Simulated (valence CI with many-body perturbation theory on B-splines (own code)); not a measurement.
# Forbidden lines of Pr9+

Computed by valence CI with perturbative core correlation (CI+MBPT): four valence electrons over a frozen Dirac-Fock core [Kr] 4d10, radial functions for each j: 8 s, 8 p, 9 d, 9 f, 6 g, 3 h, 2 i, with the one-electron correlation potential Σ1, the two-electron term Σ2, the three-electron term Σ3, Breit, model QED; selected CI, second order for the rest, scaled by the run's own slope (own B-spline code, finite nucleus).

No measured levels were compared; by estimate terms of the open shell hold to a few per cent of their energy, and close levels can change places; configurations with another count of f electrons can be misplaced by thousands of cm⁻¹. Core correlation moves these levels by up to 49000 cm⁻¹, and in measured spectra 5 to 20 % of such shifts remained as error; rates that hang on mixing are uncertain with them.

Lines 51 to 100 of 120 in falling wavelength, among levels below 222450 cm⁻¹, chosen from the decays that carry over 1 % of a level's rate. Wavelengths and rates use the calculated energies, so an error of 2000 cm⁻¹ moves a line at 251.6 nm by 5 % and its rate by three times that or more. Electric multipoles are in the length gauge, E1 and E2 with the static RPA response of the core. Weak lines are less certain than strong ones. Lines between different terms over intervals too small for the method are left out, as are lines whose strength nearly cancels. Where a level lies close to another of its J and parity, the split of strength between their lines is uncertain. Branching is blank where the lifetime is uncertain.

Names give the largest LS component (configuration and term), which can be under half, so a name can repeat, a term be missing and a line seem to break the LS rules; names also repeat where a configuration has a term twice. Letters in brackets count levels of one name in rising energy.

| λ vac (nm) | Upper | Lower | Type | A (s⁻¹) | Branch % |
| --- | --- | --- | --- | --- | --- |
| 251.6 | 4f²5s² ³H_4 | 5s²5p² ³P_2 | E2 | 4.94e-01 | 2.8 |
| 250.7 | 4f5s²5p ³D_2 [a] | 4f5s²5p ³G_3 | M1 | 7.34e+01 | 15.9 |
| 250.7 | 4f5s²5p ³D_2 [a] | 4f5s²5p ³G_3 | E2 | 6.32e+00 | 1.4 |
| 245.4 | 4f5s²5p ¹G_4 | 4f5s²5p ³G_4 | M1 | 1.04e+02 | 20.7 |
| 239.4 | 4f²5s² ³P_0 | 4f5s²5p ³D_2 [a] | E2 | 1.41e+00 |  |
| 238.7 | 4f5s²5p ³D_3 | 4f5s²5p ³G_3 | M1 | 3.49e+01 | 8.1 |
| 234.9 | 4f5s²5p ³D_2 [b] | 4f5s²5p ³F_2 | M1 | 2.06e+02 | 30.4 |
| 234.0 | 4f5s²5p ¹G_4 | 4f5s²5p ³F_3 | M1 | 1.01e+02 | 20.2 |
| 232.6 | 4f5s²5p ³D_1 | 4f5s²5p ³F_2 | M1 | 4.06e+02 | 88.0 |
| 223.1 | 4f5s²5p ³D_2 [b] | 4f5s²5p ³G_3 | M1 | 3.72e+01 | 5.5 |
| 221.0 | 4f5s²5p ³D_1 | 4f5s²5p ³G_3 | E2 | 1.65e+01 | 3.6 |
| 217.4 | 4f²5s² ³F_2 [a] | 5s²5p² ³P_2 | M1 | 3.98e+01 | 9.8 |
| 216.6 | 4f²5s² ³H_4 | 4f5s²5p ³G_4 | M1 | 4.14e-01 | 2.3 |
| 216.6 | 4f²5s² ³H_4 | 4f5s²5p ³G_4 | E2 | 2.11e-01 | 1.2 |
| 214.2 | 4f²5s² ³F_2 [b] | 5s²5p² ³P_2 | M1 | 4.95e+01 | 12.3 |
| 214.2 | 4f²5s² ³F_2 [b] | 5s²5p² ³P_2 | E2 | 8.16e+00 | 2.0 |
| 208.7 | 4f5s²5p ¹G_4 | 4f5s²5p ³G_3 | M1 | 2.79e+02 | 55.5 |
| 208.7 | 4f5s²5p ¹G_4 | 4f5s²5p ³G_3 | E2 | 9.35e+00 | 1.9 |
| 207.6 | 4f²5s² ³H_4 | 4f5s²5p ³F_3 | E2 | 1.06e+00 | 6.0 |
| 207.6 | 4f²5s² ³H_4 | 4f5s²5p ³F_3 | M1 | 4.57e-01 | 2.6 |
| 206.1 | 4f²5s² ³H_5 | 4f5s²5p ³G_4 | E2 | 4.85e+00 | 58.9 |
| 198.0 | 4f²5s² ³H_5 | 4f5s²5p ³F_3 | E2 | 2.94e+00 | 35.7 |
| 196.1 | 4f²5s² ³H_6 | 4f5s²5p ³G_4 | E2 | 2.08e+00 | 81.4 |
| 195.7 | 4f²5s² ³H_4 | 4f5s²5p ³F_2 | E2 | 5.33e+00 | 29.9 |
| 190.8 | 4f²5s² ³F_2 [a] | 4f5s²5p ³G_4 | E2 | 1.08e+01 | 2.7 |
| 188.3 | 4f²5s² ³F_2 [b] | 4f5s²5p ³G_4 | E2 | 6.29e+00 | 1.6 |
| 187.4 | 4f²5s² ³H_4 | 4f5s²5p ³G_3 | E2 | 8.55e+00 | 48.1 |
| 187.4 | 4f²5s² ³H_4 | 4f5s²5p ³G_3 | M1 | 1.22e+00 | 6.9 |
| 187.1 | 5s²5p² ¹S_0 | 5s²5p² ³P_2 | E2 | 3.84e+01 | 1.7 |
| 185.0 | 4f²5s² ³F_2 [a] | 5s²5p² ³P_1 | M1 | 7.78e+01 | 19.1 |
| 184.2 | 4f²5s² ³F_3 | 4f5s²5p ³G_4 | E2 | 4.22e+00 |  |
| 183.8 | 4f²5s² ³F_2 [a] | 4f5s²5p ³F_3 | M1 | 1.86e+02 | 45.8 |
| 182.7 | 4f²5s² ³F_2 [b] | 5s²5p² ³P_1 | M1 | 9.03e+01 | 22.5 |
| 182.4 | 4f²5s² ³F_4 | 4f5s²5p ³G_4 | E2 | 4.79e+00 | 29.5 |
| 181.5 | 4f²5s² ³F_2 [b] | 4f5s²5p ³F_3 | M1 | 1.77e+02 | 44.3 |
| 181.5 | 4f²5s² ³F_2 [b] | 4f5s²5p ³F_3 | E2 | 8.13e+00 | 2.0 |
| 177.7 | 4f²5s² ³F_3 | 4f5s²5p ³F_3 | E2 | 8.81e+00 |  |
| 177.7 | 4f²5s² ³F_3 | 4f5s²5p ³F_3 | M1 | 2.18e-01 |  |
| 176.0 | 4f²5s² ³F_4 | 4f5s²5p ³F_3 | E2 | 4.03e+00 | 24.8 |
| 174.4 | 4f²5s² ³F_2 [a] | 4f5s²5p ³F_2 | M1 | 4.71e+01 | 11.6 |
| 174.4 | 4f²5s² ³F_2 [a] | 4f5s²5p ³F_2 | E2 | 1.68e+01 | 4.1 |
| 172.4 | 4f²5s² ³F_2 [b] | 4f5s²5p ³F_2 | M1 | 3.73e+01 | 9.3 |
| 171.4 | 4f²5s² ¹G_4 | 4f5s²5p ³G_4 | M1 | 2.93e+00 | 21.4 |
| 171.4 | 4f²5s² ¹G_4 | 4f5s²5p ³G_4 | E2 | 3.66e-01 | 2.7 |
| 168.9 | 4f²5s² ³F_3 | 4f5s²5p ³F_2 | M1 | 3.51e-01 |  |
| 167.8 | 4f²5s² ³F_2 [a] | 4f5s²5p ³G_3 | E2 | 9.08e+00 | 2.2 |
| 167.4 | 4f²5s² ³F_4 | 4f5s²5p ³F_2 | E2 | 1.06e+00 | 6.5 |
| 165.7 | 4f²5s² ¹G_4 | 4f5s²5p ³F_3 | M1 | 2.59e+00 | 19.0 |
| 165.7 | 4f²5s² ¹G_4 | 4f5s²5p ³F_3 | E2 | 5.70e-01 | 4.2 |
| 162.7 | 4f²5s² ³F_3 | 4f5s²5p ³G_3 | M1 | 4.87e-01 |  |
